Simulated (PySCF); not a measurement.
PySCF 2.14 output of an unrestricted PBE calculation on a single atom or ion in aug-cc-pwCVTZ-DK (10s9p7d4f3g, 127 functions), with the spin-free X2C one-electron Hamiltonian (Gaussian nucleus):

```
SCF conv_tol = 1e-09
number electrons alpha = 15  beta = 12
    J. P. Perdew, K. Burke, and M. Ernzerhof.,  Phys. Rev. Lett. 77, 3865 (1996)
    J. P. Perdew, K. Burke, and M. Ernzerhof.,  Phys. Rev. Lett. 78, 1396 (1997)
    J. P. Perdew, K. Burke, and M. Ernzerhof.,  Phys. Rev. Lett. 77, 3865 (1996)
    J. P. Perdew, K. Burke, and M. Ernzerhof.,  Phys. Rev. Lett. 78, 1396 (1997)
cycle= 1 E= -1393.00798450698  delta_E= -0.0239  |g|= 0.201  |ddm|= 0.489
cycle= 2 E= -1392.98441847492  delta_E= 0.0236  |g|= 0.445  |ddm|= 0.378
cycle= 3 E= -1393.01579847629  delta_E= -0.0314  |g|= 0.0319  |ddm|= 0.217
cycle= 4 E= -1393.01602102643  delta_E= -0.000223  |g|= 0.00157  |ddm|= 0.0156
cycle= 5 E= -1393.01602169723  delta_E= -6.71e-07  |g|= 0.000188  |ddm|= 0.0012
cycle= 6 E= -1393.01602170907  delta_E= -1.18e-08  |g|= 4.74e-05  |ddm|= 0.000267
cycle= 7 E= -1393.0160217097  delta_E= -6.37e-10  |g|= 8.82e-07  |ddm|= 3.28e-05
converged SCF energy = -1393.0160217097  <S^2> = 3.7557923  2S+1 = 4.0028951
```

The run itself started from symmetry-adapted Hartree-Fock orbitals and held the occupation by maximum overlap, on a logarithmic radial grid, so the iterations belong to that start.

Question: Which element, charge and spin multiplicity is this?

Answer: Co (cobalt, neutral), multiplicity 4; the state was [Ar] 3d7 4s2, high-spin 4F determinant.
